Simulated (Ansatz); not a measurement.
Cost and result for the atomization energy of `[OH][Al]1[SiH2][NH][SnH2]1` (11 atoms, 11 bonds).

```xyz
11

O    -0.824    2.972    0.697
Al   -0.391    1.395    0.276
Si   -0.122   -0.053   -1.674
N     0.338   -1.298   -0.574
Sn    0.377   -0.867    1.458
H    -0.857    3.330    1.583
H    -1.343   -0.354   -2.483
H     0.931    0.320   -2.670
H     0.585   -2.222   -0.900
H    -0.651   -1.998    2.251
H     1.958   -1.225    2.036
```

Total charge 0; spin multiplicity 1. Correlated methods include outer-core shells of Sn, which these sets cover unevenly. Sn: def2 effective core potential. The geometry is a stationary point of PBE0-D4/def2-TZVP. It is one conformer, not always the lowest. Program: Ansatz. All runs use 4 threads of an Arm Neoverse V1 on a shared host. Times are those of one run each, without the atoms' runs, and a repeat can differ threefold. Electronic energies, without spin–orbit coupling; frozen cores. CCSD(T)/CBS adds CCSD(T) − MP2 in def2-TZVPP to the MP2 limit, and its time is that of the two runs behind it. T1 = 0.015. With those shells the extrapolation isn't a true limit. B3LYP takes the VWN-RPA correlation (the form of Gaussian; ORCA's B3LYP/G). HSE06 is the plane-wave form, built on full-range PBE exchange.

CCSD(T)/CBS is a level of theory with its own doubt, some kJ/mol a heavy atom from the limit and from the frozen cores, so smaller differences don't rank the functionals.

```csv
level,functions,wall time
LDA (SPW92)/def2-TZVPP,280,1.8 s
BLYP-D4/def2-TZVPP,280,3 s
PBE-D4/def2-TZVPP (with forces),280,3.7 s
HSE06-D4/def2-TZVPP,280,5.5 s
B3LYP-D4/def2-TZVPP (with forces),280,7.5 s
PBE-QIDH/def2-TZVPP,280,9 s
CCSD(T)/def2-SVP,120,11 s
B97M-V/def2-TZVPP,280,13 s
ωB97X-V/def2-TZVPP,280,13 s
ωB97M-V/def2-TZVPP (with forces),280,18 s
MP2/def2-QZVPP,516,30 s
CCSD(T)/def2-TZVPP,280,5.9 min
CCSD(T)/CBS(def2),–,6.3 min
```

**Question.** What atomization energy does each give, and how far from CCSD(T)/CBS? (An estimate is asked.)

**Answer.** Ansatz gave: 
```tsv
level	atomization (kcal/mol)	difference from CCSD(T)/CBS	per bond
LDA (SPW92)/def2-TZVPP	916.0	108.9	9.9
BLYP-D4/def2-TZVPP	793.8	-13.3	-1.2
PBE-D4/def2-TZVPP (with forces)	804.9	-2.2	-0.2
HSE06-D4/def2-TZVPP	790.5	-16.6	-1.5
B3LYP-D4/def2-TZVPP (with forces)	795.5	-11.6	-1.1
PBE-QIDH/def2-TZVPP	786.8	-20.3	-1.8
CCSD(T)/def2-SVP	729.5	-77.6	-7.1
B97M-V/def2-TZVPP	808.2	1.1	0.1
ωB97X-V/def2-TZVPP	807.9	0.8	0.1
ωB97M-V/def2-TZVPP (with forces)	800.3	-6.8	-0.6
MP2/def2-QZVPP	801.6	-5.5	-0.5
CCSD(T)/def2-TZVPP	778.1	-29.0	-2.6
CCSD(T)/CBS(def2)	807.1	0.0	0.0
```

In def2-TZVPP, CCSD(T) changes the Hartree–Fock value by +233.9 kcal/mol (the triples alone add +14.5 kcal/mol) and MP2 by +240.0 kcal/mol; breaking electron pairs costs correlation energy, which Hartree–Fock lacks. From PBE to PBE0 (25 % exact exchange), in def2-TZVPP and without D4, the atomization energy moves by −13.7 kcal/mol: exact exchange takes away binding that semilocal exchange gives to molecules. Leaving LDA and LC-ωPBE aside and taking each functional with its dispersion term where it has one, the values, not all of them listed here, spread over 34.6 kcal/mol, from BHLYP-D4 to B97M-V. LDA lies +117.8 kcal/mol from PBE without D4, its usual overbinding.

Spin–orbit coupling would lower the free Sn atoms strongly, and the atomization energy with them, by more than many differences here. For some Ge, Se and Sn compounds the MP2-based and the directly extrapolated limit differ by 10 to 25 kJ/mol.
